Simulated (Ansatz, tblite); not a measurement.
Removing an electron: Al(H2S)Cl3 (AlH2SCl3). Total charge 0; singlet. Geometry: PBE0-D4/def2-SVP. Ansatz, gas phase; energy differences of separate SCF runs; the oxidised species was run as a doublet alone.

```xyz
7

Al    0.011   -0.974    0.260
S     0.603    1.410   -0.150
H     0.135    1.480   -1.418
H    -0.522    1.951    0.373
Cl    1.485   -1.873   -0.943
Cl   -1.969   -0.996   -0.472
Cl    0.258   -0.999    2.350
```

The xTB rows come from tblite. HOMO above LUMO, or a gap near zero within one spin, warns that the state may not be the lowest or that an electron is smeared out.

Question: Estimate orbital energies and vertical ionisation energies at: GFN1-xTB; GFN2-xTB; PBE-D4/def2-TZVP; r2SCAN-D4/def2-TZVP; PBE0-D4/def2-TZVP.

Answer: 
| level | −HOMO (eV) | vertical IE (eV) | −LUMO (eV) | HOMO–LUMO gap (eV) | remarks |
| --- | --- | --- | --- | --- | --- |
| GFN1-xTB | 12.71 | 15.02 | 7.11 | 5.60 | – |
| GFN2-xTB | 11.51 | 14.09 | 7.02 | 4.49 | – |
| PBE-D4/def2-TZVP | 7.33 | 10.10 | 2.12 | 5.21 | gap within one spin near zero (+1 doublet) |
| r2SCAN-D4/def2-TZVP | 7.71 | 10.39 | 1.88 | 5.82 | gap within one spin near zero (+1 doublet) |
| PBE0-D4/def2-TZVP | 8.74 | 10.69 | 1.13 | 7.62 | – |

Relaxing the oxidised species (PBE0-D4/def2-SVP) changes its energy by -0.41 eV at PBE0-D4/def2-TZVP, so the adiabatic ionisation energy to this nearest minimum is 10.27 eV. At PBE-D4/def2-TZVP it is 9.98 eV. In the charge 1 doublet, Cl5 and Cl6 lie 2.74 Å apart (atoms count from 1), so these atoms are partly bonded to each other.   Raw xTB energy differences between charge states are shifted by several eV; the methods need an empirical correction for them.
